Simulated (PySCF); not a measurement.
# One molecule, several mistakes: BCGeH7Si

Calculated results; nothing here was measured. The program is PySCF 2.14.0, an open-source quantum chemistry code, run on an isolated molecule that a program drew, which may never have been made. The molecule is BCGeH7Si (charge 0, singlet), drawn as the SMILES string `B[CH2][GeH2][SiH]`.

Each row is a Hartree-Fock (HF) and frozen-core CCSD(T) single point in the cc-pV(D+d)Z basis, meant for a local HF minimum. Run 1 is clean. Each other run has one planted mistake out of seven kinds, and not every kind appears here: one electron removed, one electron added, multiplicity raised by two, geometry at a saddle point, minimal basis STO-3G, one bond length entered in bohr, all coordinates scaled. The reference is restricted for singlets and unrestricted otherwise, and also for a bond in bohr. Adding or removing an electron swaps singlet and doublet. Electrons count all cores. HOMO and LUMO are orbital energies over both spins, the gradient is its largest component, and the lowest frequency (negative if imaginary) is given only where the gradient is small. Bond lengths are over the 10 bonds as drawn. T1 is the CCSD diagnostic: over 0.02 (restricted) or 0.045 (unrestricted) a single reference is doubtful. Germanium has the cc-pVDZ-PP basis, with a core potential (ECP10MDF) in place of its 10 inner electrons, and its 3s, 3p and 3d shells are frozen in CCSD(T).

Geometry of the clean run:
```xyz
11
BCGeH7Si, angstrom
B     1.4247   -0.0866   -0.6782
C     0.1266    0.7384   -0.8548
Ge   -1.3783   -0.4075   -0.1623
Si   -1.4911   -2.5554   -1.3584
H     1.7237   -0.9246   -1.4943
H     2.1147    0.0205    0.3000
H     0.0812    1.6663   -0.2820
H    -0.1500    0.9205   -1.8958
H    -2.6750    0.3929   -0.3835
H    -1.2094   -0.5856    1.3562
H    -1.5991   -1.8479   -2.6945
```

```
run,electrons,basis functions,<S^2>,HOMO (eV),LUMO (eV),gradient (hartree/bohr),lowest frequency (cm^-1),mean bond (Å),longest bond (Å),T1,HF (hartree),CCSD(T) (hartree),mistake
1,64,109,0.000,-8.59,0.01,2.4e-05,43,1.5210,2.461,0.0135,-648.86462,-649.35552,no fault
2,63,109,0.775,-15.92,-6.60,4.0e-02,-,1.5210,2.461,0.0174,-648.58654,-649.04695,one electron removed
3,64,109,1.091,-9.09,0.29,2.2e-02,-,1.6279,2.461,0.0853,-648.74828,-649.23619,one bond length entered in bohr
4,64,109,0.000,-8.60,-0.13,3.8e-02,-,1.6153,2.614,0.0141,-648.83558,-649.33485,?
```

**Which mistake was planted in run 4, and what did it cost?**

The mean and the longest bond both change by the same factor, 1.062, and the gradient is no longer small. So the mistake is: all coordinates scaled. Subtracting run 1 and multiplying by 627.51 kcal/mol a hartree, the energy moved by 18.2 kcal/mol in HF and 13.0 kcal/mol in CCSD(T).

Cautions from the logs. Run 3: T1 is over the limit, so its CCSD(T) energy is less reliable.
